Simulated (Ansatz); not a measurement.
Program: Ansatz. Geometries: PBE0-D4/def2-TZVP. ΔE: electronic, gas phase. CCSD(T)/CBS adds triple-zeta CCSD(T) − MP2 to the extrapolated MP2 energy (def2 sets, frozen cores). This one scheme is used for every species, atoms too. DFT in def2-TZVPP. B3LYP here is the variant with VWN-RPA as its local correlation; programs differ in this. HSE06 is defined as in plane-wave codes. No spin–orbit coupling; open shells (•) take unrestricted orbitals. Spin–orbit coupling would lower the free atoms: a little for Al, C, O. One conformer a species, not always the lowest.

`C=[C]1[O][Al]1[OH]` → Al• + 2 C• + 3 H• + 2 O•  (atomization)

| level | ΔE (eV) | difference from CCSD(T)/CBS |
| --- | --- | --- |
| PBE-D4 | 35.07 | 1.10 |
| revPBE-D4 | 33.93 | -0.04 |
| BLYP-D4 | 34.12 | 0.15 |
| r2SCAN-D4 | 34.22 | 0.25 |
| B97M-V | 34.03 | 0.06 |
| PBE0-D4 | 33.89 | -0.08 |
| B3LYP-D4 | 33.76 | -0.21 |
| r2SCAN0-D4 | 33.19 | -0.78 |
| HSE06-D4 | 33.93 | -0.04 |
| BHLYP-D4 | 32.13 | -1.84 |
| CAM-B3LYP-D4 | 33.96 | -0.01 |
| ωB97X-V | 33.88 | -0.09 |
| ωB97M-V | 34.01 | 0.04 |
| B2PLYP | 33.60 | -0.37 |
| PBE-QIDH | 33.60 | -0.37 |
| PBE | 34.93 | 0.96 |
| BLYP | 33.80 | -0.17 |
| r2SCAN | 34.18 | 0.21 |
| PBE0 | 33.77 | -0.20 |
| B3LYP | 33.53 | -0.44 |
| r2SCANh | 33.76 | -0.21 |
| r2SCAN0 | 33.15 | -0.82 |
| BHLYP | 31.95 | -2.02 |
| CAM-B3LYP | 33.84 | -0.13 |
| LC-ωPBE | 33.92 | -0.05 |
| HF/def2-SVP | 23.06 | -10.91 |
| MP2/def2-SVP | 32.76 | -1.21 |
| CCSD/def2-SVP | 31.16 | -2.81 |
| CCSD(T)/def2-SVP | 31.68 | -2.29 |
| HF/def2-TZVPP | 23.04 | -10.93 |
| MP2/def2-TZVPP | 34.21 | 0.24 |
| SCS-MP2/def2-TZVPP | 33.61 | -0.36 |
| CCSD/def2-TZVPP | 32.13 | -1.84 |
| CCSD(T)/def2-TZVPP | 32.89 | -1.08 |
| HF/def2-QZVPP | 23.11 | -10.86 |
| MP2/def2-QZVPP | 34.86 | 0.89 |
| SCS-MP2/def2-QZVPP | 34.32 | 0.35 |
| HF/CBS(def2) | 23.12 | -10.85 |
| MP2/CBS(def2) | 35.29 | 1.32 |
| CCSD/CBS(def2) | 33.21 | -0.76 |
| CCSD(T)/CBS | 33.97 | 0 |

Largest T1 diagnostic among the species: 0.018.

The D4 term adds +0.23 eV with B3LYP and +0.12 eV with PBE0; it sums over pairs of atoms, weighted by their polarisabilities, and B3LYP, whose exchange is more repulsive, gets the larger term. At CCSD(T), def2-SVP lies −2.30 eV from the extrapolated value and def2-TZVPP −1.08 eV: correlation converges slowly with the basis, and small sets miss more of it in the bonded molecule than in its fragments. From r2SCAN to r2SCAN0 (25 % exact exchange), in def2-TZVPP and without D4, ΔE moves by −1.04 eV: exact exchange takes away binding that semilocal exchange gives to molecules.

For atomizations the MP2-based limit and the directly extrapolated one differ by several kJ/mol either way, and by 10 to 25 for some Ge, Se and Sn compounds, so smaller differences from it don't rank the levels.
